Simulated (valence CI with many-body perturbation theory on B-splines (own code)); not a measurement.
The numbers below are computed, except where a source is named.
From CI to CI+MBPT in Tb⁴²⁺

Method: valence CI with perturbative core correlation (CI+MBPT): five valence electrons over a frozen Dirac-Fock core [Ar], radial functions for each j: 7 s, 7 p, 8 d, 6 f, 4 g, 1 h, with the one-electron correlation potential Σ1 (screened to all orders), the two-electron term Σ2, the three-electron term Σ3, Breit, model QED; selected single and double excitations, second order for the rest (own B-spline code, finite nucleus).

The last digits are not significant, and no measured levels were compared; by estimate large intervals hold to a few tenths of a per cent, small ones and those within an open d or f shell to about a per cent. Only levels of the ground parity were solved; by the run's estimate the other parity begins above the list, which can be wrong where configurations are misplaced.

Each rung adds one term. CI alone is the Dirac-Coulomb CI over the frozen core; QED comes last and gives the full result, which names the levels. Energies are above (3d3/2^4 3d5/2) J=5/2 on the same rung, in cm⁻¹.

Levels are named by their leading jj configuration (3d3/2^4 stands for four electrons in 3d with j = 3/2), which in mixed levels can hold well under half, so a name can repeat and another be missing. Letters in brackets count levels of one name in rising energy.

```tsv
Level	CI alone
(3d3/2^3 3d5/2^2) J=5/2 [a]	222786
(3d3/2^3 3d5/2^2) J=7/2 [a]	312194
(3d3/2^3 3d5/2^2) J=3/2 [a]	319847
(3d3/2^3 3d5/2^2) J=11/2	328759
(3d3/2^3 3d5/2^2) J=9/2	359017
(3d3/2^3 3d5/2^2) J=5/2 [b]	377586
(3d3/2^3 3d5/2^2) J=1/2	391295
(3d3/2^3 3d5/2^2) J=7/2 [b]	416211
(3d3/2^3 3d5/2^2) J=3/2 [b]	506044
(3d3/2^2 3d5/2^3) J=5/2 [a]	530087
(3d3/2^2 3d5/2^3) J=7/2 [a]	587571
(3d3/2^2 3d5/2^3) J=11/2	597222
(3d3/2^2 3d5/2^3) J=9/2 [a]	611073
(3d3/2^2 3d5/2^3) J=13/2	639000
(3d3/2^2 3d5/2^3) J=1/2 [a]	629101
(3d3/2^2 3d5/2^3) J=3/2 [a]	638999
```

Q: What do these energies become with core correlation, Breit and QED?

A: (3d3/2^3 3d5/2^2) J=5/2 [a] 223907 (+1121); (3d3/2^3 3d5/2^2) J=7/2 [a] 307370 (-4825); (3d3/2^3 3d5/2^2) J=3/2 [a] 317004 (-2843); (3d3/2^3 3d5/2^2) J=11/2 318288 (-10471); (3d3/2^3 3d5/2^2) J=9/2 350945 (-8072); (3d3/2^3 3d5/2^2) J=5/2 [b] 370617 (-6969); (3d3/2^3 3d5/2^2) J=1/2 385878 (-5418); (3d3/2^3 3d5/2^2) J=7/2 [b] 406758 (-9453); (3d3/2^3 3d5/2^2) J=3/2 [b] 500623 (-5421); (3d3/2^2 3d5/2^3) J=5/2 [a] 527536 (-2551); (3d3/2^2 3d5/2^3) J=7/2 [a] 580027 (-7544); (3d3/2^2 3d5/2^3) J=11/2 585930 (-11292); (3d3/2^2 3d5/2^3) J=9/2 [a] 600051 (-11023); (3d3/2^2 3d5/2^3) J=13/2 621577 (-17422); (3d3/2^2 3d5/2^3) J=1/2 [a] 623795 (-5306); (3d3/2^2 3d5/2^3) J=3/2 [a] 633393 (-5606).

Q: How does the ionisation energy move along the ladder, and which term matters most?

A: CI alone 3288.9, + Σ1 3291.2, + Σ2 3301.6, + Σ3 3301.9, + Breit 3300.8, + QED 3300.9 eV. The largest step is Σ2, 10.5 eV. NIST lists 3300 ± 4 eV (theoretical).
